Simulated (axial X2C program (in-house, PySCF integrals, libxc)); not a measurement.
What spin–orbit coupling does to YSe⁺

All values were computed with an in-house all-electron X2C program for linear molecules (integrals from PySCF). Spin-free means the one-electron spin-free X2C Hamiltonian; two-component (2c) means X2C with spin–orbit coupling and atomic mean-field two-electron Coulomb and Gaunt terms, so the difference of the two also holds small scalar two-electron terms. Basis: Y dyall-cv3z [11s12p9d6f3g], Se dyall-cv3z [8s9p6d4f1g] (cores contracted in-house); Gaussian nuclei, density fitting, unrestricted open shells. Masses: Y 88.906 u, Se 79.917 u.

Spin-free state: M_S = 0, Λ = 0 (closed shell); fragments Y+ + Se.

```json
{"level": "PBE0", "Re (Å)": "2.343", "ωe (cm⁻¹)": "381.9", "μ (D)": "-10.05"}
{"level": "HF", "Re (Å)": "2.356", "ωe (cm⁻¹)": "396.3", "μ (D)": "-12.25"}
{"level": "CCSD", "Re (Å)": "2.383", "ωe (cm⁻¹)": "371.8", "μ (D)": "n/a"}
{"level": "CCSD(T)", "Re (Å)": "2.402", "ωe (cm⁻¹)": "353.1", "μ (D)": "n/a"}
{"level": "M06", "Re (Å)": "2.351", "ωe (cm⁻¹)": "376.5", "μ (D)": "-9.93"}
```

Correlated methods: 8 electrons correlated (number of frozen shells: Y 4 s, 3 p, 1 d; Se 3 s, 2 p, 1 d), 326 virtual spin orbitals or spinors in MP2, 90 natural virtuals in coupled cluster.

Dipoles are positive if Se is the positive end and refer to the centre of mass.

Two-component determinant lowest at the distance of the search:

Ω = 0 (closed shell); fragments Y+ + Se.

```tsv
level	Re (Å)	ωe (cm⁻¹)	μ (D)
PBE0	2.343	381.3	-10.03
HF	2.357	395.4	-12.22
CCSD	2.383	371.0	n/a
CCSD(T)	2.403	352.7	n/a
M06	2.352	375.7	-9.91
```

Question: From the two tables, how do the constants change at the CCSD(T) level (2c against spin-free)?

Answer: At the CCSD(T) level Re rises by 0.001 Å and ωe falls by 0.4 cm⁻¹.

The state is a single determinant with fixed occupations, the lowest that a limited PBE0 search found. Closed shells are restricted here (equal orbitals for both partners); the stretched side of such a curve lies too high. De is not given where an atomic determinant may have missed its ground term or J level, or where the truncated virtual space spoils (T). Coupled cluster ran in a truncated set of natural virtual spinors; the MP2 energy of the rest was added. (T) has no such correction and the atoms are truncated less, which lowers De at CCSD(T) by a hundredth of an eV or more. Without a current term, density functionals place determinants with orbital angular momentum somewhat too high. The outer-core s and p shells of the metal are frozen in the correlated rows, which leaves out core–valence correlation; for alkali and alkaline-earth bonds that tends to lengthen them. The T1 diagnostic is large, a sign of multireference character. The stretched end of a curve changes character and is left out. With the outer-core shells frozen, correlated bond lengths of heavy atoms tend to come out a few hundredths of an ångström too long.
